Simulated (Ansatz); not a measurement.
A run for Ansatz (a first-principles code): U-r2SCAN/aug-cc-pVTZ on BeF2 (SMILES [F][Be][F]), a point of a bond scan (R = 1.865 Å).

Ansatz 0.2 input:
```yaml
crystal:
  periodic: [false, false, false]
  atoms:
    - {symbol: Be, position_ang: [0.00000000, 0.00000000, 0.00000000]}
    - {symbol: F, position_ang: [-0.00000000, -0.00000000, -1.86457665]}
    - {symbol: F, position_ang: [0.00000000, 0.00000000, 1.38116789]}
basis:
  gaussian:
    orbitals: aug-cc-pVTZ
hamiltonian:
  xc: {name: r2SCAN}
magnetization: {spin_polarized: true, initial_magnetization: 0}
```

The log:

```
WARN ansatz: RAYON_NUM_THREADS=1 ignored (pool sized by the plan → 1); use --threads N
Functional definition: r2SCAN
integrals: 0.03 GiB planned
598 factors; their error is unknown
mean field: 0.47 GiB planned
mean field evaluation 1: about -5832.3624 eV, gradient 4.2e1 eV
mean field evaluation 2: about -5788.9325 eV, gradient 1.2e2 eV
mean field evaluation 4: about -5837.4140 eV, gradient 7.9e0 eV
mean field evaluation 8: about -5837.5240 eV, gradient 2.0e-1 eV
mean field -5837.52400208 eV, -214.5250502605 hartree, gradient 5.2e-5 eV, S^2 0.000000; 0 other end points of the search recorded, 0 dependent functions left out
reference -5837.52402004 eV, -214.5250509205 hartree; 11, 11 occupied and 127, 127 virtual orbitals, 598 factors
Total energy: -5837.52402004 eV, -214.5250509205 hartree
```

Self-consistency was reached.

Cost: very roughly 4 core-seconds.
